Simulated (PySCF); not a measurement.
## Spin-rotation constants: `CC#[C][AlH2-][CH2]F`, [C$_{4}$H$_{7}$AlF]-, charge -1

Geometry:
| atom | x (Å) | y (Å) | z (Å) |
| --- | --- | --- | --- |
| C1 | -3.129 | 0.304 | 0.461 |
| C2 | -1.756 | 0.069 | 0.019 |
| C3 | -0.612 | -0.124 | -0.339 |
| Al4 | 1.241 | -0.412 | -1.029 |
| C5 | 2.644 | -0.022 | 0.446 |
| F6 | 2.790 | -0.751 | 1.653 |
| H7 | -3.484 | 1.274 | 0.104 |
| H8 | -3.186 | 0.295 | 1.553 |
| H9 | -3.795 | -0.472 | 0.074 |
| H10 | 1.446 | -1.871 | -1.653 |
| H11 | 1.663 | 0.727 | -2.095 |
| H12 | 2.514 | 1.025 | 0.785 |
| H13 | 3.659 | -0.043 | 0.004 |

Total charge -1.

Computed, not measured: GIAO B3LYP/aug-pcSseg-1 magnetisability, rotational g tensor and spin-rotation constants, non-relativistic, gas phase in PySCF. Geometry: GFN2-xTB.

For an ion the centre-of-mass motion in the field is neglected.

Task: Give the nuclear spin-rotation constants along the inertial axes (H = +C I·J) beside the isotropic shieldings.

Result: Rotational constants 4.8561, 1.0292, 0.8839 GHz. A star marks the isotopologue with that one atom substituted, in its own axes.
| atom | isotope | Caa (kHz) | Cbb (kHz) | Ccc (kHz) | mean (kHz) | σ (ppm) |
| --- | --- | --- | --- | --- | --- | --- |
| Al4 | 27Al | 2.611 | 0.561 | 0.469 | 1.214 | 455.3 |
| F6 | 19F | -0.609 | 0.093 | 0.113 | -0.134 | 470.0 |
| H7 | 1H | -0.365 | -0.083 | 0.006 | -0.147 | 29.7 |
| H8 | 1H | -0.516 | 0.046 | -0.077 | -0.182 | 29.6 |
| H9 | 1H | -0.310 | -0.082 | -0.005 | -0.132 | 29.7 |
| H10 | 1H | -0.273 | -0.040 | 0.021 | -0.097 | 28.0 |
| H11 | 1H | -0.289 | -0.014 | -0.007 | -0.103 | 28.4 |
| H12 | 1H | -0.314 | -0.075 | 0.058 | -0.110 | 26.7 |
| H13 | 1H | 0.331 | -0.054 | -0.082 | 0.065 | 26.9 |
| C1 | 13C* | 0.611 | 0.141 | 0.123 | 0.292 | 174.6 |
| C2 | 13C* | 0.408 | 0.351 | 0.355 | 0.372 | 83.6 |
| C3 | 13C* | 0.491 | 0.381 | 0.380 | 0.417 | 69.3 |
| C5 | 13C* | 1.635 | 0.220 | 0.245 | 0.700 | 83.0 |

For the geometry as given, no vibrational averaging.

Task: How do the rotational constants and the g tensor change when H7, H8, H9, H10, H11, H12, H13 are replaced by deuterium?

Result: Constants 4.0767, 0.9003, 0.7814 GHz; g -0.0658, -0.0153, -0.0178, against -0.0785, -0.0172, -0.0201 before.
